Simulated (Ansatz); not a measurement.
One change: `[SiH3]OC[SiH2]Cl` becomes `CO[SiH3]`.

Ansatz, PBE0-D4/def2-TZVP geometries, multiplicity 1. Each molecule was computed in one conformer, which needn't be the lowest.

| property | `[SiH3]OC[SiH2]Cl` |
| --- | --- |
| HOMO energy (PBE/def2-TZVPP) / eV | -7.02 |
| size of the dipole moment (ωB97M-V/def2-TZVPP) / D | 1.20 |
| LUMO energy (ωB97M-V/def2-TZVPP) / eV | 1.42 |
| HOMO–LUMO gap (PBE0/def2-TZVPP) / eV | 8.12 |
| HOMO–LUMO gap (PBE/def2-TZVPP) / eV | 5.81 |
| LUMO energy (B3LYP/def2-TZVPP) / eV | -0.51 |

(1) Give the same properties after the change, and the shifts. (Estimate.)

Results:

(1) The calculation gave: 
| property | `CO[SiH3]` | shift |
| --- | --- | --- |
| HOMO energy (PBE/def2-TZVPP) / eV | -6.66 | 0.36 |
| size of the dipole moment (ωB97M-V/def2-TZVPP) / D | 1.12 | -0.08 |
| LUMO energy (ωB97M-V/def2-TZVPP) / eV | 1.95 | 0.53 |
| HOMO–LUMO gap (PBE0/def2-TZVPP) / eV | 8.48 | 0.36 |
| HOMO–LUMO gap (PBE/def2-TZVPP) / eV | 6.08 | 0.27 |
| LUMO energy (B3LYP/def2-TZVPP) / eV | 0.06 | 0.57 |

With PBE0 the HOMO rises by 0.24 eV and the LUMO rises by 0.60 eV, so the gap widens by about 0.36 eV. PBE moves the HOMO by 0.36 eV and ωB97M-V by 0.14 eV. Dipoles are sizes alone; their direction can turn.

B3LYP here is the variant with VWN-RPA as its local correlation; programs differ in this.
